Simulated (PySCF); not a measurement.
**Radial density of Be⁺ (beryllium, charge +1)**

UHF, [He] 2s1, 2S determinant. All numbers are calculated (PySCF 2.14, the non-relativistic Hamiltonian (point nucleus), in aug-cc-pCVDZ).

```tsv
r (bohr)	4πr²ρ (e/bohr)	4πr²(ρα − ρβ)
0.00835	0.02868	0.0008
0.0141	0.07790	0.0022
0.0236	0.2035	0.0056
0.0398	0.5074	0.0140
0.0669	1.157	0.0314
0.112	2.295	0.0601
0.189	3.588	0.0847
0.318	3.826	0.0622
0.535	2.195	-0.0026
0.900	0.5637	0.0902
1.51	0.4360	0.4164
2.55	0.3756	0.3755
4.28	0.04781	0.0478
7.21	0.0005677	0.0006
```

(1) Where is the radial spin density 4πr²(ρα − ρβ) most negative, and why is it negative at all?

Results:

(1) Around r = 0.535 bohr, down to -0.0026 e/bohr: exchange with the open shell polarises the paired shells in an unrestricted calculation.
